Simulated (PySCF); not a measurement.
Precursor series Zn Br-H. Isolated molecules, 0 K electronic values unless said otherwise.

The numbers are results of TPSSh-D3(BJ)/def2-TZVP // BP86-D3(BJ)/def2-SVP (PySCF), not measurements. All candidates: neutral, multiplicity 1. 

| Property | Result |
|---|---|
| dipole moment | 1.53 D |
| LUMO | -0.96 eV |
| HOMO–LUMO gap | 6.73 eV |

Problem. Say which member has these values.
A) [Zn(Br)(H)]
B) [Zn(Br)2]
C) [Zn(H)2]

Solution. A, [Zn(Br)(H)]. The others give [Zn(Br)2]: 0.00 D, -2.23 eV, 5.67 eV; [Zn(H)2]: 0.00 D, -0.94 eV, 6.56 eV
